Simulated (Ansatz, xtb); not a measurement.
Molecule: diselenium, Se₂ (charge 0, triplet). SMILES: [Se]=[Se]
Structure (B3LYP-D3(BJ)/def2-TZVP (Ansatz, a program for electronic structure) minimum search):
```
Se
Se 1 2.1882
```
Charge 0, spin multiplicity 3.

Harmonic wavenumbers from GFN2-xTB (xtb, at its own minimum), cm⁻¹: 364.

### Question
Give the harmonic wavenumbers at B3LYP-D3(BJ)/def2-TZVP (Ansatz, finite differences of forces, unscaled).

### Answer
385 cm⁻¹. Zero-point energy 0.6 kcal/mol.

### Question
From these and the geometry, give the ideal-gas thermochemistry at 298.15 K and 1 atm (rigid rotor, harmonic oscillator).

### Answer
Point group D∞h, rotational symmetry number 2. Rotational constants 2.673, 2.673 GHz. S(trans) 41.08, S(rot) 16.01, S(vib) 1.02, S(elec, spin only) 2.18, S 60.3 cal/(mol K). H(298) - H(0) 2.28 kcal/mol; G - E(el) -15.1 kcal/mol.
